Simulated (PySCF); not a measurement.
**Computed data sheet: `FC(F)(F)CC1=CC=CN1`**

Compound: C6H6F3N.
Atom-mapped SMILES: `[F:1][C:2]([F:3])([F:4])[CH2:5][c:6]1[cH:7][cH:8][cH:9][nH:10]1` (hydrogens: H11, H12 on C5; H13 on C7; H14 on C8; H15 on C9; H16 on N10)

Cartesian coordinates in Å at the GFN2-xTB level; atoms count from 1:
```
atom  x, y, z in Å
F1    -2.0738    0.7123   -1.3554
C2    -2.1541    0.4854   -0.0404
F3    -1.8614    1.6500    0.5685
F4    -3.4469    0.2383    0.2303
C5    -1.2504   -0.6450    0.4251
C6     0.1802   -0.3673    0.0978
C7     1.0187   -0.9858   -0.7935
C8     2.2644   -0.3335   -0.7175
C9     2.1438    0.6623    0.2118
N10    0.8798    0.6334    0.7056
H11   -1.4045   -0.7549    1.5028
H12   -1.5756   -1.5571   -0.0762
H13    0.7680   -1.8137   -1.4257
H14    3.1418   -0.5746   -1.2825
H15    2.8598    1.3810    0.5573
H16    0.5027    1.2781    1.3807
```

Some functional groups and rings: pyrrole-type ring nitrogen, CF3 group and C–F bond.

GFN2-xTB geometry:

| Property | Result |
| --- | --- |
| Point group of the GFN2-xTB geometry | C1 |
| Rotational constants A, B, C of the GFN2-xTB geometry | 3.233, 0.822, 0.765 GHz |

From PBE0/def2-SVPD ground state and vertical TDDFT (core frozen in the response) (PySCF):

| Property | Result |
| --- | --- |
| Dipole moment | 2.07 D |
| HOMO energy | -6.35 eV |
| LUMO energy | 0.39 eV |
| HOMO–LUMO gap | 6.74 eV |
| Lowest singlet excitation | 5.74 eV (216 nm, f = 0.023) |
| Strongest line among the 6 lowest singlet transitions | S2 at 6.30 eV (197 nm, f = 0.165) |
| Lowest triplet excitation (Tamm–Dancoff) | 4.29 eV |
| Static isotropic polarisability | 77.3 au |
| Electronic spatial extent ⟨r²⟩ about the centre of nuclear charge | 1465 bohr² |

From PBE0/pcSseg-1 ground state and GIAO shieldings, non-relativistic (PySCF):

| Item | Value |
| --- | --- |
| Lowest Hirshfeld atomic charge | -0.10 e on F3/F4/C7/C8 |
| Highest Hirshfeld atomic charge | +0.26 e on C2 |
| 13C chemical shifts (computed TMS as zero) by class | 134.9 (C2), 122.3 (C6), 122.0 (C9), 116.2 (C7), 114.2 (C8), 37.9 (C5) ppm |
| 1H chemical shifts (computed TMS as zero) by class | 7.90 (H16), 6.78 (H15), 6.42 (H13), 6.39 (H14), 3.38 (H11/H12) ppm |
| Isotropic shieldings of nuclei other than C and H, by class | 93 (N10), 254 (F1/F3/F4) ppm |
| Mayer bond orders between heavy atoms | F1–C2 1.02, C2–F3 0.98, C2–F4 1.00, C2–C5 1.02, C5–C6 1.02, C6–C7 1.49, C7–C8 1.37, C8–C9 1.53, C9–N10 1.18, N10–C6 1.11 |

Monoisotopic mass (most abundant isotopes): 149.0452 u.

The largest Löwdin shares of the HOMO are 0.27 on C9, 0.25 on C6, 0.15 on C8 and 0.12 on C7. The vertical singlet–triplet gap S1 − T1 is 1.45 eV (TDDFT singlet less Tamm–Dancoff triplet; S1: HOMO→LUMO, weight 0.76; T1: HOMO→LUMO, weight 0.48, beside HOMO→LUMO+1, weight 0.44). No computed singlet falls in the visible range (750 to 380 nm, 1.65 to 3.26 eV); S1 lies 2.48 eV above its blue end. The 6 singlets span 5.74 to 6.85 eV, and their oscillator strengths add up to 0.26.

One conformer (not necessarily the lowest) at the GFN2-xTB geometry, without solvent or vibrations. NMR classes are plain means over equivalent atoms (diastereotopic ones count apart unless rotation or inversion swaps them), as if these changed places fast; in this geometry the members of some classes differ.

For the TDDFT job (PBE0/def2-SVPD), the run took 71 s wall (with the writing of density and orbital grids) on one thread of an Arm Neoverse V1, shared host, and the process peaked at 1.1 GiB of memory.
